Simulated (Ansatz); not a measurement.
Molecule: C5H11O, charge 0, multiplicity 2. It need not be the lowest isomer of its formula. 
Structure (B3LYP-D3(BJ)/def2-TZVP (Ansatz, an electronic-structure program) minimum search):
```
C
H 1 1.0941
H 1 1.0947 2 106.92
C 1 1.4879 2 108.90 3 117.48
O 4 1.3826 1 112.38 2 -164.18
H 5 0.9636 4 109.47 1 -174.71
C 4 1.4891 5 116.82 6 -26.50
H 7 1.0905 4 110.66 5 172.72
H 7 1.0954 8 107.53 4 122.07
H 7 1.1025 8 107.44 9 114.83
C 1 1.5425 2 109.01 3 -117.25
H 11 1.0926 1 108.61 2 -178.43
H 11 1.0941 12 106.62 1 -117.60
C 11 1.5250 12 110.07 13 -118.90
H 14 1.0917 11 111.51 12 58.78
H 14 1.0927 15 107.75 11 122.03
H 14 1.0930 15 107.73 16 115.76
```
Charge 0, spin multiplicity 2.

Dipole moments at this geometry, in debye (magnitudes).

```
level                 program  dipole (D)
--------------------  -------  ----------
PBE/def2-TZVPD         Ansatz        1.32
BLYP/def2-TZVPD        Ansatz        1.32
revPBE/def2-TZVPD      Ansatz        1.31
r2SCAN/def2-TZVPD      Ansatz        1.38
B3LYP/def2-TZVPD       Ansatz        1.40
PBE0/def2-TZVPD        Ansatz        1.41
BHLYP/def2-TZVPD       Ansatz         [?]
r2SCAN0/def2-TZVPD     Ansatz        1.44
HSE06/def2-TZVPD       Ansatz        1.40
CAM-B3LYP/def2-TZVPD   Ansatz        1.46
LC-wPBE/def2-TZVPD     Ansatz        1.49
wB97M-V/def2-TZVPD     Ansatz        1.42
wB97X-V/def2-TZVPD     Ansatz        1.44
CCSD(T)/aug-cc-pVDZ    Ansatz         [?]
```

Question: Complete the blanks.

Answer: 
- BHLYP/def2-TZVPD, dipole (D): 1.48
- CCSD(T)/aug-cc-pVDZ, dipole (D): 1.40
